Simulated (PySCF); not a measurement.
Another site gives an ion 67331.68 eV lower (`O[SiH2]Br`) at the level CAM-B3LYP-D3(BJ)/def2-TZVPD (PySCF).

Z-matrix (Å, degrees):
```
Si
F 1 1.5963
O 1 1.6271 2 110.72
H 3 0.9590 1 120.84 2 -72.00
H 1 1.4663 2 108.05 3 116.24
H 1 1.4738 5 113.97 2 -117.52
```
Charge 0, spin multiplicity 1.

**Question.** Give the HOMO–LUMO gap, LUMO and S1 oscillator strength at the level TPSSh-D3(BJ)/def2-TZVPD // CAM-B3LYP-D3(BJ)/def2-TZVPD (PySCF 2.14.0).

**Answer.** 
```yaml
HOMO–LUMO gap: 8.23 eV
LUMO: -0.44 eV
S1 oscillator strength: 0.006
```
